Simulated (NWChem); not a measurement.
System: Si2N2H6O; SMILES O[SiH]1N[SiH2]N1

The following NWChem deck was run.

```
start job
memory heap 200 mb stack 900 mb global 1100 mb
geometry units angstroms
  O     -1.835740    -1.257842     0.346587
  Si    -0.559014    -0.331158     0.706793
  N     -0.369763     1.138439    -0.209421
  Si     1.249807     0.811864    -0.751753
  N      0.955474    -0.749420    -0.045439
  H     -2.017183    -1.463365    -0.567433
  H     -0.613469    -0.244568     2.151586
  H     -0.868537     2.005973    -0.150031
  H      1.369899     0.770161    -2.206078
  H      2.288027     1.598039    -0.089682
  H      1.591327    -1.498214     0.154348
end
basis spherical
  * library 6-31g*
end
dft
  xc b3lyp
  iterations 150
end
driver
  maxiter 120
end
task dft optimize
task dft freq
```

B3LYP is NWChem's, with the RPA form of VWN correlation. The optimisation ended at a saddle point (imaginary frequency).

The level has its own optimisation; frequencies are unscaled. Brackets give each atom's bonded neighbours.

Give the results of this calculation. (B3LYP/6-31G* (spherical d).) Quantities: r O–Si (Å); r H–O (Å); r N–Si [N(HSiSi)–Si(HNNOSi)] (Å); r Si–Si (Å); highest harmonic frequency (cm⁻¹); lowest (cm⁻¹); zero-point energy (kcal/mol); dipole (D).

The r O–Si (Å) is 1.659. The r H–O (Å) is 0.969 and the r N–Si [N(HSiSi)–Si(HNNOSi)] (Å) is 1.745. The r Si–Si (Å) comes out as 2.554 and the highest harmonic frequency (cm⁻¹) is 3780. The lowest (cm⁻¹) is -145. The zero-point energy (kcal/mol) comes out as 45.6 and the dipole (D) is 1.31.
